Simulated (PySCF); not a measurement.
Job for PySCF: R-M06-2X/def2-TZVPP on C2H6Si (SMILES C=C[SiH3]), a point of a torsion scan.

```python
from pyscf import gto, dft

mol = gto.M(
    atom='''
    C     1.52188803   -0.08428509   -0.27599663
    C     0.49843620    0.05568263    0.55153508
    Si   -1.31246671    0.03503037    0.03960178
    H     1.37847586   -0.19841518   -1.33890854
    H     2.54932099   -0.08462671    0.05792187
    H     0.71054082    0.16671126    1.60933259
    H    -1.87737085   -1.28835178    0.32256346
    H    -1.42352206    0.31717263   -1.39227862
    H    -2.03229484    1.05183634    0.81089446
    ''',
    basis='def2-tzvpp',
    charge=0, spin=0, verbose=4, max_memory=1800)
mf = dft.RKS(mol, xc='m062x').density_fit(auxbasis='def2-universal-jkfit')
mf.grids.level = 4
mf.conv_tol = 1e-9
mf.max_cycle = 150
mf.kernel()
mf.dip_moment()
```

It printed:

```
PySCF version 2.14.0

[INPUT] verbose = 4
[INPUT] num. atoms = 9
[INPUT] num. electrons = 32
[INPUT] charge = 0
[INPUT] spin (= nelec alpha-beta = 2S) = 0
[INPUT] symmetry False subgroup None
[INPUT] Mole.unit = angstrom
[INPUT] Symbol           X                Y                Z      unit          X                Y                Z       unit  Magmom
[INPUT]  1 C      1.521888030000  -0.084285090000  -0.275996630000 AA    2.875951568954  -0.159275736484  -0.521558042003 Bohr   0.0
[INPUT]  2 C      0.498436200000   0.055682630000   0.551535080000 AA    0.941907908569   0.105224920595   1.042250249290 Bohr   0.0
[INPUT]  3 Si    -1.312466710000   0.035030370000   0.039601780000 AA   -2.480202629509   0.066197805342   0.074836518245 Bohr   0.0
[INPUT]  4 H      1.378475860000  -0.198415180000  -1.338908540000 AA    2.604941844724  -0.374950349156  -2.530170446441 Bohr   0.0
[INPUT]  5 H      2.549320990000  -0.084626710000   0.057921870000 AA    4.817518474705  -0.159921304723   0.109456470923 Bohr   0.0
[INPUT]  6 H      0.710540820000   0.166711260000   1.609332590000 AA    1.342727550124   0.315038623281   3.041197838437 Bohr   0.0
[INPUT]  7 H     -1.877370850000  -1.288351780000   0.322563460000 AA   -3.547716740742  -2.434632016296   0.609556597192 Bohr   0.0
[INPUT]  8 H     -1.423522060000   0.317172630000  -1.392278620000 AA   -2.690066825677   0.599369404908  -2.631025280887 Bohr   0.0
[INPUT]  9 H     -2.032294840000   1.051836340000   0.810894460000 AA   -3.840480651967   1.987682610465   1.532368445327 Bohr   0.0

nuclear repulsion = 98.1559323058211
number of shells = 72
number of NR pGTOs = 251
number of NR cGTOs = 188
basis = def2-tzvpp
ecp = {}


******** <class 'pyscf.df.df_jk.DFRKS'> ********
method = DFRKS
initial guess = minao
damping factor = 0
level_shift factor = 0
DIIS = <class 'pyscf.scf.diis.CDIIS'>
diis_start_cycle = 1
diis_space = 8
diis_damp = 0
SCF conv_tol = 1e-09
SCF conv_tol_grad = None
SCF max_cycles = 150
direct_scf = False
XC library pyscf.dft.libxc version 7.1.2
    S. Lehtola, C. Steigemann, M. J. T. Oliveira, and M. A. L. Marques,  SoftwareX 7, 1–5 (2018)
XC functionals = m062x
    Y. Zhao and D. G. Truhlar,  Theor. Chem. Acc. 120, 215 (2008)
    Y. Zhao and D. G. Truhlar,  Theor. Chem. Acc. 120, 215 (2008)
radial grids:
    Treutler-Ahlrichs [JCP 102, 346 (1995); DOI:10.1063/1.469408] (M4) radial grids

becke partition: Becke, JCP 88, 2547 (1988); DOI:10.1063/1.454033
pruning grids: <function nwchem_prune>
grids dens level: 4
symmetrized grids: False
atomic radii adjust function: <function treutler_atomic_radii_adjust>
small_rho_cutoff = 0
Set gradient conv threshold to 3.16228e-05
Initial guess from minao.
tot grids = 180384
******** <class 'pyscf.df.df.DF'> ********
auxbasis = def2-universal-jkfit
init E= -369.331123098498
  HOMO = -0.318406962571174  LUMO = -0.0626398941014905  gap/eV = 6.95978
cycle= 1 E= -369.234369102349  delta_E= 0.0968  |g|= 0.252  |ddm|= 2.02
  HOMO = -0.30313464937214  LUMO = 0.0390088469508576  gap/eV = 9.31020
cycle= 2 E= -369.24262114623  delta_E= -0.00825  |g|= 0.181  |ddm|= 0.286
  HOMO = -0.343464368112095  LUMO = 0.0127603491805104  gap/eV = 9.69337
cycle= 3 E= -369.250830272493  delta_E= -0.00821  |g|= 0.0361  |ddm|= 0.141
  HOMO = -0.337435152826099  LUMO = 0.0186066211639542  gap/eV = 9.68839
cycle= 4 E= -369.251124030071  delta_E= -0.000294  |g|= 0.0166  |ddm|= 0.0327
  HOMO = -0.336951956508763  LUMO = 0.0189791951568665  gap/eV = 9.68538
cycle= 5 E= -369.25118854072  delta_E= -6.45e-05  |g|= 0.00367  |ddm|= 0.0107
  HOMO = -0.337246057586817  LUMO = 0.018713810693388  gap/eV = 9.68616
cycle= 6 E= -369.251192085355  delta_E= -3.54e-06  |g|= 0.000658  |ddm|= 0.00269
  HOMO = -0.337147761050172  LUMO = 0.0188113055573673  gap/eV = 9.68614
cycle= 7 E= -369.251192213749  delta_E= -1.28e-07  |g|= 0.000108  |ddm|= 0.00064
  HOMO = -0.337153568953291  LUMO = 0.0188088126865544  gap/eV = 9.68623
cycle= 8 E= -369.251192217734  delta_E= -3.99e-09  |g|= 2.19e-05  |ddm|= 0.000164
  HOMO = -0.33715292442449  LUMO = 0.018809238567993  gap/eV = 9.68622
cycle= 9 E= -369.251192217937  delta_E= -2.02e-10  |g|= 4.46e-06  |ddm|= 2.9e-05
  HOMO = -0.337153081812929  LUMO = 0.0188090262184986  gap/eV = 9.68622
Extra cycle  E= -369.251192217943  delta_E= -6.59e-12  |g|= 2.31e-06  |ddm|= 8.29e-06
converged SCF energy = -369.251192217943
Dipole moment(X, Y, Z, Debye):  0.45652, -0.01708,  0.05895
```

The run converged.

Cost: around 40 core-seconds (rough).
